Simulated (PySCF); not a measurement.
C3H8AlFO.
Numbering: `[CH3:1][CH2:2][O:3][Al:4]([CH3:5])[F:6]` (hydrogens: H7, H8, H9 on C1; H10, H11 on C2; H12, H13, H14 on C5)

Computed by this run: PySCF 2.14.0, PBE0-D3(BJ)/def2-SVP geometry optimisation, gas phase; density fitting, grid level 1; the optimiser is geomeTRIC in internal coordinates, started from a GFN2-xTB structure with every atom displaced at random (about 0.01 Å).

Step 4: E = -14586.2396 eV
```
atom  x, y, z in Å  |  force x, y, z in eV/Å
C1     -2.3940   -0.1837    0.3283    0.004   0.033   0.078
C2     -1.2629   -0.9885   -0.2775    0.065   0.100   0.061
O3     -0.0129   -0.4507   -0.0078    0.125  -0.132   0.052
Al4     1.0788    0.7781    0.3239   -0.152  -0.105  -0.057
C5      2.9241    0.4301    0.7824   -0.010   0.135   0.135
F6      0.5135    2.3438    0.2456    0.020   0.086  -0.003
H7     -2.4060    0.8477   -0.0585    0.023  -0.023  -0.009
H8     -3.3642   -0.6490    0.1048   -0.074  -0.014  -0.030
H9     -2.2918   -0.1348    1.4251    0.022   0.008  -0.033
H10    -1.2998   -2.0234    0.1102    0.013  -0.013   0.001
H11    -1.4000   -1.0653   -1.3705   -0.037   0.008  -0.074
H12     3.4904    1.3740    0.8302    0.023  -0.045   0.015
H13     3.4237   -0.2352    0.0667    0.003  -0.070  -0.118
H14     2.9972   -0.0569    1.7699   -0.025   0.032  -0.019
```

Step 5: E = -14586.2424 eV
```
atom  x, y, z in Å  |  force x, y, z in eV/Å
C1     -2.2763   -0.1117    0.3665   -0.074   0.020   0.148
C2     -1.2832   -1.0287   -0.3137    0.098   0.027   0.060
O3      0.0419   -0.7194   -0.0141    0.115  -0.094   0.052
Al4     1.0333    0.6131    0.2856   -0.102  -0.271  -0.077
C5      2.8899    0.4591    0.7922   -0.053   0.392   0.279
F6      0.2958    2.1010    0.1440    0.068   0.196   0.016
H7     -2.1425    0.9400    0.0668    0.038  -0.054  -0.028
H8     -3.3050   -0.4136    0.1281   -0.109   0.005  -0.053
H9     -2.1680   -0.1686    1.4633    0.039   0.007  -0.043
H10    -1.4783   -2.0729   -0.0094    0.009  -0.018  -0.001
H11    -1.4262   -0.9943   -1.4068   -0.074   0.004  -0.122
H12     3.2988    1.4842    0.8162    0.117  -0.091   0.029
H13     3.5276   -0.1481    0.1429   -0.015  -0.139  -0.223
H14     2.9881    0.0462    1.8114   -0.057   0.018  -0.039
```

Problem. Estimate the geometry and energy of step 6. (The exact step hangs on the optimiser's Hessian estimate; all steps are aligned on step 5, rigid shifts and turns removed.)

Solution. E = -14586.2544 eV, largest force 0.251 eV/Å
```
atom  x, y, z in Å  |  force x, y, z in eV/Å
C1     -2.3368   -0.1499    0.3501   -0.009   0.011   0.078
C2     -1.2722   -1.0115   -0.2970    0.075   0.054   0.043
O3      0.0220   -0.5886   -0.0100    0.064  -0.100   0.042
Al4     1.0549    0.7037    0.3020   -0.157  -0.135  -0.063
C5      2.9059    0.4484    0.7904    0.016   0.208   0.140
F6      0.4079    2.2371    0.1873    0.034   0.068  -0.004
H7     -2.2733    0.8945    0.0072    0.017  -0.006  -0.013
H8     -3.3415   -0.5319    0.1173   -0.046   0.004  -0.030
H9     -2.2254   -0.1556    1.4470    0.021   0.008  -0.023
H10    -1.3878   -2.0560    0.0464    0.021  -0.009  -0.006
H11    -1.4190   -1.0296   -1.3921   -0.030   0.010  -0.050
H12     3.4093    1.4282    0.8271    0.054  -0.053   0.013
H13     3.4656   -0.1997    0.1032   -0.031  -0.067  -0.105
H14     2.9865   -0.0027    1.7939   -0.028   0.008  -0.021
```

The energy changes by -0.0120 eV. The first-order estimate −F·Δx gives -0.0258 eV and the mean of the old and new forces, exact on a quadratic surface, -0.0127 eV. The step makes an angle of 85° with the force vector and moves no atom by more than 0.182 Å.

The cost below is that of the whole optimisation. Time: 64 s; peak memory 0.53 GiB. Hardware: Arm Neoverse V2, one thread, no GPU, on a shared host.
